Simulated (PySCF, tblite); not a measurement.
C₆H₁₁FO₂Si.
Z-matrix (Å and degrees, GFN2-xTB geometry), rows numbered from 1:
```
F 
C   1  1.3647
C   2  1.4917  1  118.06
C   2  1.4969  1  118.60  3   -69.90
C   4  1.5143  2  119.33  3  -108.52
O   5  1.4186  4  113.11  2   147.03
C   6  1.4048  5  115.35  4    78.02
O   7  1.4211  6  112.52  5    57.93
C   8  1.4396  7  102.42  6    93.98
Si  7  1.9233  6  105.66  5   157.28
H   2  1.0832  1  109.61  3   145.10
H   3  1.0785  2  118.56  4  -109.55
H   3  1.0790  2  116.86  4   106.92
H   4  1.0830  2  116.14  3   108.01
H   5  1.0974  4  109.79  2   -90.62
H   5  1.0924  4  110.00  2    29.57
H   7  1.0972  6  111.20  5   -64.31
H   9  1.0942  8  110.35  7  -104.96
H   9  1.0916  8  109.08  7   136.02
H  10  1.4617  7  114.99  6   149.06
H  10  1.4549  7  114.44  6     9.71
```

Method used: PBE0/pcSseg-1 in PySCF (dipole) on a GFN2-xTB geometry, gas phase.

Take the most abundant isotopes and a rigid rotor. The values belong to one conformer with, in the numbering `[F:1][C@@H:2]1[CH2:3][C@@H:4]1[CH2:5][O:6][C@H:7]1[O:8][CH2:9][SiH2:10]1`, C3–C4–C5–O6 78°, C4–C5–O6–C7 78°, C5–O6–C7–O8 58°, F1–C2–C3–C4 -109°, C2–C3–C4–C5 109°, O6–C7–O8–C9 94°, C7–O8–C9–Si10 14°.

Question: What are A, B and C (MHz)?

Answer: Ia = 156.64, Ib = 1069.83, Ic = 1128.42 u·Å²; 505379 MHz·u·Å²/I gives A = 3226, B = 472.4, C = 447.9 MHz.

Question: Classify the top.

Answer: A near-prolate asymmetric top; Ray's κ = -0.982.

Question: What does the inertial defect say?

Answer: Not planar: Δ = Ic − Ia − Ib = -98.05 u·Å². For a rigid frame Δ = −2 Σ m c², so Σ m c² = 49.03 u·Å² lies off the ab plane: 14.22 from hydrogen and 34.81 from heavier atoms. The atom farthest from that plane is 1.67 Å away.

Question: List the rotational levels J(Ka,Kc) to J = 5 (K).

Answer: Above 0(0,0), as E/k:
J = 1: 1(0,1) 0.044, 1(1,1) 0.176, 1(1,0) 0.178
J = 2: 2(0,2) 0.132, 2(1,2) 0.263, 2(1,1) 0.267, 2(2,1) 0.664, 2(2,0) 0.664
J = 3: 3(0,3) 0.265, 3(1,3) 0.394, 3(1,2) 0.401, 3(2,2) 0.796, 3(2,1) 0.796, 3(3,1) 1.460, 3(3,0) 1.460
J = 4: 4(0,4) 0.442, 4(1,4) 0.569, 4(1,3) 0.580, 4(2,3) 0.973, 4(2,2) 0.973, 4(3,2) 1.636, 4(3,1) 1.636, 4(4,1) 2.566, 4(4,0) 2.566
J = 5: 5(0,5) 0.662, 5(1,5) 0.786, 5(1,4) 0.804, 5(2,4) 1.193, 5(2,3) 1.194, 5(3,3) 1.857, 5(3,2) 1.857, 5(4,2) 2.787, 5(4,1) 2.787, 5(5,1) 3.981, 5(5,0) 3.981
The levels of one J sum to (2J + 1)J(J + 1)(A + B + C)/3.

Question: Which types of transition are allowed, and where do some lines up to J = 2 fall?

Answer: The dipole components are |μa| = 1.51 D, |μb| = 1.37 D, |μc| = 0.96 D. The squared components, which scale the intensities, stand as 1.00 : 0.82 : 0.41 (a : b : c). Some lines, for components of 0.1 D or more:

| type | branch | J(Ka,Kc) | MHz | lower level (cm⁻¹) |
| --- | --- | --- | --- | --- |
| a | R | 1(0,1) ← 0(0,0) | 920 | 0.000 |
| a | R | 2(0,2) ← 1(0,1) | 1840 | 0.031 |
| a | R | 2(1,1) ← 1(1,0) | 1865 | 0.123 |
| c | Q | 1(1,1) ← 1(0,1) | 2754 | 0.031 |
| b | Q | 1(1,0) ← 1(0,1) | 2778 | 0.031 |
| c | R | 1(1,0) ← 0(0,0) | 3699 | 0.000 |
| b | R | 2(1,2) ← 1(0,1) | 4570 | 0.031 |
| b | Q | 2(2,0) ← 2(1,1) | 8262 | 0.186 |
| b | R | 2(2,1) ← 1(1,0) | 10127 | 0.123 |
| c | R | 2(2,0) ← 1(1,0) | 10127 | 0.123 |
| b | R | 2(2,0) ← 1(1,1) | 10151 | 0.123 |

Its GFN2-xTB frequencies are all real (lowest 23 cm⁻¹). These are rigid-rotor constants of the computed structure; measured ground-state constants (B0) also hold zero-point vibration.
